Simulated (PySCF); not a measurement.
Vertical excitations of a molecule C₂H₁₁FSi₃ from TDA-PBE/def2-SVPD (PySCF), as energy in eV (oscillator strength): 5.77 (0.023), 5.89 (0.002), 6.39 (0.002), 6.44 (0.047), 6.65 (0.025), 6.70 (0.001). Lowest triplet (TDA): 5.14 eV. Geometry: PBE0-D3(BJ)/def2-SVP. The values are those of a single conformer.

Question: Which structure fits?
A) C[SiH2][C@H](F)[SiH2][SiH3]
B) F[SiH2][SiH2]CC[SiH3]
C) CC[Si](F)([SiH3])[SiH3]
D) C[C@H](F)[SiH2][SiH2][SiH3]

Answer: B, F[SiH2][SiH2]CC[SiH3]
